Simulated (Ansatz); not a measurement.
Program: Ansatz. Geometries: PBE0-D4/def2-TZVP. ΔE: electronic, gas phase. CCSD(T)/CBS is the MP2 limit (def2-TZVPP, def2-QZVPP) plus CCSD(T) − MP2 in def2-TZVPP, frozen cores. This one scheme is used for every species. Functionals use def2-TZVPP. Each species was taken in one conformer, which may not be the lowest.

Consider the redistribution: `CO[SiH2]CS` + `F[SiH2]S[SiH3]` → `CO[SiH2]S[SiH2]F` + `[SiH3]CS`.

```
             level  ΔE (kJ/mol)
            PBE-D4         -1.4
SCS-MP2/def2-QZVPP         -0.5
```

**Question.** What does CCSD(T)/CBS give? (Best estimate.)

**Answer.** Computed: -1.0 kJ/mol. The listed levels differ from it by -0.4, 0.5 kJ/mol.

Largest T1 diagnostic among the species: 0.012.

The D4 term adds −4.5 kJ/mol with B3LYP and −2.6 kJ/mol with PBE0; it sums over pairs of atoms, weighted by their polarisabilities, and B3LYP, whose exchange is more repulsive, gets the larger term. In def2-TZVPP, CCSD(T) changes the Hartree–Fock value by −4.1 kJ/mol (the triples alone add −0.9 kJ/mol) and MP2 by −4.3 kJ/mol.

B3LYP here is the variant with VWN-RPA as its local correlation; programs differ in this.
